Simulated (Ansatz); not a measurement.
An input meant for the cluster SrO2 (charge 0, singlet).

```yaml
crystal:
  periodic: [false, false, false]
  atoms:
    - {symbol: Sr, position_ang: [0.591897, 0.476592, -1.071022]}
    - {symbol: O, position_ang: [-0.025508, 0.341385, 0.942931]}
    - {symbol: O, position_ang: [-0.566389, -0.817977, 0.128100]}
basis:
  gaussian: {orbitals: def2-mTZVP, fitting: {mean_field: cc-pVTZ-jkfit}}
magnetization: {spin_polarized: true, initial_magnetization: 0}
hamiltonian: {xc: {name: B3LYP}, dispersion: d4}
scf: {omitted_lower_state_checks: [starts]}
```

```sh
$ ansatz run in.yaml --threads 4 --pin off --events-out ev --progress --plain --max-ram 3916MiB
```

Shortened log:

```
Functional definition: B3LYP
  name "B3LYP"
  cite "Stephens, Devlin, Chabalowski & Frisch, J. Phys. Chem. 98, 11623 (1994) doi:10.1021/j100096a001"
  cite "Becke, Phys. Rev. A 38, 3098 (1988) doi:10.1103/PhysRevA.38.3098"
  cite "Lee, Yang & Parr, Phys. Rev. B 37, 785 (1988) doi:10.1103/PhysRevB.37.785"
  cite "Vosko, Wilk & Nusair, Can. J. Phys. 58, 1200 (1980) doi:10.1139/p80-159"
  parameter a0 = 0.2
  parameter ax = 0.72
  parameter ac = 0.81
  exchange = (1 - a0 - ax)*slater_x + ax*b88_x + a0*exact_x
  correlation = (1 - ac)*vwn_rpa_c + ac*lyp_c
these checks for a lower state are left out or cut short: starts
Error: [file] the basis set cc-pVTZ-JKFIT has no functions for Sr
```

In the def2 sets Sr takes a core potential; there is no spin–orbit coupling. B3LYP takes the VWN-RPA correlation.
